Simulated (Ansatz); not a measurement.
Coupled-cluster diagnostics for La(NH2)3 (LaN₃H₆), Ansatz.

Geometry of the singlet (r2SCAN-D4/def2-SVP):

```xyz
10

La   -0.401   -0.144    0.001
N     0.295   -1.006   -2.034
H     0.766   -1.898   -2.202
H     0.278   -0.541   -2.946
N    -0.815    2.133    0.112
H    -0.866    2.715    0.952
H    -0.898    2.790   -0.668
N     0.380   -1.178    1.921
H     0.860   -2.079    1.994
H     0.400   -0.793    2.870
```

In the def2 sets La takes a core potential; there is no spin–orbit coupling. Correlated methods freeze 3 core orbitals; core or outer-core shells of La are correlated, in sets that lack core-valence functions.

Estimate the CCSD(T) correlation energy, the shares of MP2 and (T), T1 and the reference's ⟨S²⟩ for: charge 0, singlet, own geometry in def2-TZVPP; and the rough time on 4 threads of Arm Neoverse V1 on a shared host.


| state | basis | correlation (eV) | MP2 share (%) | (T) share (%) | T1 | ⟨S²⟩ (pure) | wall time |
| --- | --- | --- | --- | --- | --- | --- | --- |
| charge 0, singlet, own geometry | def2-TZVPP | -26.674 | 93.8 | 4.0 | 0.014 | 0.00 (0.00) | 6.4 min |
Customary marks for T1 are 0.02 (closed shells), 0.045 (open shells) and about 0.05 (3d metals). T1 stays under 0.02 throughout.
